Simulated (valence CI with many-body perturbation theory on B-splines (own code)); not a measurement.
## Questions on Ce27+

Calculated by valence CI with perturbative core correlation (CI+MBPT): three valence electrons over a frozen Dirac-Fock core [Ar] 3d10, a basis of 11 s, 11 p, 10 d, 8 f, 5 g, 2 h functions for each j, with the one-electron correlation potential Σ1, the two-electron term Σ2, the three-electron term Σ3, Breit, model QED; selected CI, second order for the rest, scaled by the run's own slope (own B-spline code, finite nucleus).

No measured spectrum was set against this ion. As an estimate, large intervals hold to a few tenths of a per cent, small ones and those within an open d or f shell to about a per cent.

Levels are named by their leading jj configuration (3d3/2^4 stands for four electrons in 3d with j = 3/2), which in mixed levels can hold well under half, so a name can repeat and another be missing.

Rates and lifetimes use the calculated energies. Strong lines usually hold to 10 to 20 %, long lifetimes can be off by a factor of two.

Q: What is the ground level?

A: (4s^2 4p1/2) J=1/2, composition 99 % 4s²4p ²P°, g = 0.663.

Q: Name the longest-lived excited levels whose lifetime is computed, and their main decay.

A: (4s 4p3/2 4d5/2) J=9/2 at 1664.8 × 10³ cm⁻¹ lives 16.8 μs, mostly by M1 to (4s 4p1/2 4d5/2) J=7/2; (4s^2 4p3/2) J=3/2 at 209.69 × 10³ cm⁻¹ lives 11.9 μs, mostly by M1 to (4s^2 4p1/2) J=1/2.

Q: What is the ionisation energy?

A: 966.96 eV; NIST lists 965 ± 4 eV (theoretical).

Q: Among levels below 3386.0 × 10³ cm⁻¹, which E1 lines absorb most strongly from the ground level?

A: to (4s^2 4d3/2) J=3/2 at 9.366 nm, f = 0.674; to (4s 4p1/2 4p3/2) J=1/2 at 13.21 nm, f = 0.406; to (4s 4p1/2 4p3/2) J=3/2 at 13.73 nm, f = 0.333.

Q: How well does LS coupling describe the low levels?

A: Among the lowest 20 levels the leading LS term, summed over configurations, holds 77 % on average. For single configurations the figures are 74 % in LS and 88 % in jj coupling. Terms mix most in the J = 3/2 level at 1219.5 × 10³ cm⁻¹, where the leading one holds 42 %.
